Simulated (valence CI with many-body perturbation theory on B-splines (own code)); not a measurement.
**Basis-set convergence for V2+**

Calculated by relativistic CI+MBPT: three valence electrons over a frozen Dirac-Fock core [Ar], radial functions for each j: 7 s, 7 p, 8 d, 6 f, 4 g, 1 h, with the one-electron correlation potential Σ1, the two-electron term Σ2, the three-electron term Σ3, Breit, model QED; selected CI, second order for the rest, scaled by the run's own slope (own B-spline code, finite nucleus).

Against 33 measured levels this calculation errs by 703 cm⁻¹ on average and by 1435 at most. Only levels of the ground parity were solved; by the run's estimate the other parity begins above the list, which can be wrong where configurations are misplaced.

The reference run has the lowest level 3d3 4F_3/2 and an ionisation energy of 28.9739 eV. Its largest variational space holds 11259 state functions.

Changed runs:
A. basis 6 s, 6 p, 5 d, 5 f, 1 g
B. basis 5 s, 5 p, 4 d, 4 f

Excitation energies of the reference run in cm⁻¹, and shifts in cm⁻¹:

```csv
Level,Reference,A,B
3d3 4F_5/2,142,-1.2,-1.2
3d3 4F_7/2,335,-2.8,-2.7
3d3 4F_9/2,573,-4.2,-3.8
3d3 2G_7/2,11909,+127,+503
3d3 4P_1/2,11936,+225,+367
3d3 4P_3/2,12012,+225,+368
3d3 2G_9/2,12125,+126,+503
3d3 4P_5/2,12187,+222,+365
3d3 2P_3/2,16102,+352,+732
3d3 2P_1/2,16116,+382,+800
3d3 2H_9/2,16364,+125,+689
3d3 2H_11/2,16528,+125,+689
Ionisation energy (eV),28.9739,-0.0852,-0.1008
```
